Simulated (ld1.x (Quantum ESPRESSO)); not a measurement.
Building the ultrasoft potential for Cs (PBE, scalar-relativistic).

* Element: caesium
* Generator: ld1.x (Quantum ESPRESSO) 7.5
* Type: ultrasoft
* Functional: PBE
* Relativity: scalar-relativistic
* Frozen core: [Kr] 4d10
* Valence charge: 9
* Reference configuration: 5s2 5p6 5d1 6s0 6p0
* Partial waves: 5s (bound): rcut 2.65, rcutus 2.90 bohr; 6s (bound, empty): rcut 2.65, rcutus 2.90 bohr; 5p (bound): rcut 3.55, rcutus 4.20 bohr; 6p (bound, empty): rcut 3.55, rcutus 4.20 bohr; 5d (bound): rcut 3.95, rcutus 4.86 bohr; 5d channel at 2.15 Ry: rcut 3.95, rcutus 4.86 bohr
* Local potential: all-electron potential smoothed inside 2.60 bohr (lloc = -1)
* Core correction: none
* Augmentation charge: PSQ, inside the norm-conserving radii

Calculated quality:

| Property | Result |
| --- | --- |
| Configuration tests | test run stopped at test 5 of 7 (negative rho), 2 before it not solved; not counted: 5s2 5p6 5d0 6s0 6p0 (solver errors, printed error -378 eV); 5s2 5p6 5d0 6s0 6p1 (solver errors, printed error -426 eV) |
| Lowest eigenvalue of the overlap operator | -0.88 (p channel); it is negative, so in a basis up to 400 Ry S is not positive definite and the file is unfit for use |
| Density cutoff estimated by the generator | 36 Ry |

The ghost test of this file was not conclusive. Its overlap operator is not positive definite in a basis up to 400 Ry (lowest eigenvalue p -0.88), so the file is unfit for use: the generalised eigenproblem breaks down once the basis is large enough, and its test numbers describe a broken file.

Generation and tests took about 2.3 s on one core of a shared server CPU.
